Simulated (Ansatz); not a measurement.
`C[BH][SbH2]` + NH₃ → `[NH2][SbH2]` + `BC`  (cleavage of the Sb–B bond)

Computed with Ansatz on PBE0-D4/def2-TZVP structures; ΔE is electronic, products minus reactants. CBS: MP2 limit from def2 TZ/QZ plus the TZ coupled-cluster correction, frozen cores. This one scheme is used for every species. Functionals use def2-TZVPP. Elements past krypton have def2 core potentials. For Sb outer-core shells are correlated without core-valence functions, which leaves a few kJ/mol of doubt a bond.

`C[BH][SbH2]`:

Cartesian coordinates in Å:
```
C 0.336 1.294 -0.184
B -0.605 0.066 -0.290
Sb 0.114 -2.040 -0.370
H 0.168 1.698 0.828
H 0.045 2.104 -0.861
H 1.404 1.098 -0.279
H -1.788 0.232 -0.397
H -1.018 -2.625 0.760
H 1.343 -1.827 0.793
```

NH₃:

Z-matrix (Å, degrees):
```
N
H 1 1.013
H 1 1.013 2 107.1
H 1 1.013 2 107.1 3 -114.5
```

`[NH2][SbH2]`:

```xyz
6

N     0.647   -0.100    0.826
Sb   -1.058    0.492   -0.117
H     1.293   -0.602    0.231
H     1.137    0.690    1.224
H    -0.459    0.631   -1.727
H    -1.561   -1.111   -0.437
```

`BC`:

Cartesian coordinates in Å:
```
B -0.221 -0.851 0.010
C 0.206 0.636 0.061
H 0.456 -1.667 -0.548
H -1.270 -1.206 0.468
H 1.281 0.814 -0.008
H -0.227 1.058 -0.864
H -0.224 1.216 0.880
```

Q: Is it downhill or uphill in electronic energy at CCSD(T)/CBS, and by how much? (An estimate is asked.)

A: The calculation gave: Uphill: ΔE = +10.1 kcal/mol.

Q: What do these levels give: PBE-D4, PBE, CAM-B3LYP, MP2/def2-SVP, CCSD/def2-SVP, SCS-MP2/def2-QZVPP? (Estimate.)

A: The calculation gave: PBE-D4 10.8, PBE 10.3, CAM-B3LYP 7.2, MP2/def2-SVP 11.4, CCSD/def2-SVP 11.5, SCS-MP2/def2-QZVPP 8.2 kcal/mol.

Largest T1 diagnostic among the species: 0.014.

In def2-TZVPP, CCSD(T) changes the Hartree–Fock value by +3.8 kcal/mol (the triples alone add +0.4 kcal/mol) and MP2 by +4.2 kcal/mol. Leaving LDA and LC-ωPBE aside and taking each functional with its dispersion term where it has one, the values, not all of them listed here, spread over 3.4 kcal/mol, from BLYP-D4 to HSE06-D4. LDA lies +2.2 kcal/mol from PBE without D4.
